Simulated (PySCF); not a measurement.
Computed shifts of a molecule C2H6OSi, HF/pcSseg-1 (PySCF), GIAO, gas phase, equivalent atoms averaged, in ppm (number of nuclei): ¹³C: 155.6 (1), 105.1 (1). ²⁹Si: -36.1 (1). ¹H: 6.61 (1), 5.38 (1), 4.83 (1), 4.62 (3). References: ¹³C against TMS (σ = 192.6 ppm); ¹⁷O against H2O (σ = 333.0 ppm); ²⁹Si against TMS (σ = 393.8 ppm); ¹H against TMS (σ = 31.99 ppm), references at their B3LYP-D3(BJ)/def2-TZVP geometries, non-relativistic. Geometry optimised at B3LYP-D3(BJ)/def2-SVP. A frequency run showed that this geometry is not a minimum. One conformer was computed; it need not be the lowest.

**Question.** Which structure fits?
(A) C1OC[SiH2]1
(B) C[SiH2]C=O
(C) C=CO[SiH3]
(D) C1C[SiH2]O1

**Answer.** C, C=CO[SiH3]
